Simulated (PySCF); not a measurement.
Compound: C₂H₄N₂Si.
Structure used (PBE0-D3(BJ)/def2-SVP), in Å, numbered top down from 1:
```
atom  x, y, z in Å
C1    -1.8535   -0.3077   -0.3759
N2    -0.6956   -0.0314   -0.7968
Si3    0.5577    0.7464    0.1357
C4     1.9633   -0.4652    0.2446
N5     2.8417   -1.2166    0.3336
H6    -2.5840   -0.8005   -1.0435
H7    -2.2237   -0.0880    0.6488
H8     1.0540    1.9392   -0.5946
H9     0.1684    1.0895    1.5383
```

Level of theory: core-valence-separated Tamm–Dancoff BHandHLYP/aug-pcX-1 (pcseg-1 on H, def2-SVPD on Si) in PySCF, non-relativistic, gas phase, PBE0-D3(BJ)/def2-SVP geometry. The energies are unshifted.

The lowest roots of each edge with f over 0.003 (five at most, numbered afresh; weaker and dark ones are left out), with transition dipoles (au) in the frame of the coordinates:

```
root  edge  E (eV)       μx       μy       μz
   1     C  282.55   0.0328  -0.0913   0.0314
   2     C  282.95   0.0462   0.0575   0.0386
   3     C  283.03  -0.0297  -0.0270   0.0760
   4     C  285.85   0.0267  -0.0155   0.0043
   5     C  287.13  -0.0089  -0.0408  -0.0178
   6     N  395.61  -0.0241   0.0669  -0.0230
   7     N  396.67  -0.0447  -0.0562  -0.0355
   8     N  396.80   0.0272   0.0236  -0.0718
   9     N  399.66  -0.0265  -0.0171  -0.0260
  10     N  401.14  -0.0095   0.0205   0.0009
```

Problem. What are the oscillator strengths?

Solution. f = (2/3) ΔE |μ|², with ΔE in hartree (27.2114 eV):

| root | ΔE (Eh) | \|μ\|² (au) | f | core hole on |
| --- | --- | --- | --- | --- |
| 1 | 10.3834 | 0.010397 | 0.072 | C1 |
| 2 | 10.3984 | 0.006931 | 0.048 | C4 |
| 3 | 10.4011 | 0.007387 | 0.051 | C4 |
| 4 | 10.5049 | 0.000972 | 0.007 | C4 |
| 5 | 10.5519 | 0.002061 | 0.015 | C4 |
| 6 | 14.5383 | 0.005585 | 0.054 | N2 |
| 7 | 14.5772 | 0.006417 | 0.062 | N5 |
| 8 | 14.5821 | 0.006452 | 0.063 | N5 |
| 9 | 14.6872 | 0.001671 | 0.016 | N2 |
| 10 | 14.7418 | 0.000511 | 0.005 | N2 |

Problem. Molecules are fixed in this frame and the field points along x. What effective strengths 3 f cos²θ do the roots have (θ between field and μ)?

Solution. root 1 (C1): 0.022, root 2 (C4): 0.044, root 3 (C4): 0.018, root 4 (C4): 0.015, root 5 (C4): 0.002, root 6 (N2): 0.017, root 7 (N5): 0.058, root 8 (N5): 0.022, root 9 (N2): 0.021, root 10 (N2): 0.003. Root 7 is the strongest. Averaged over all orientations cos²θ is 1/3, which gives f back.

One conformer stands for the species.
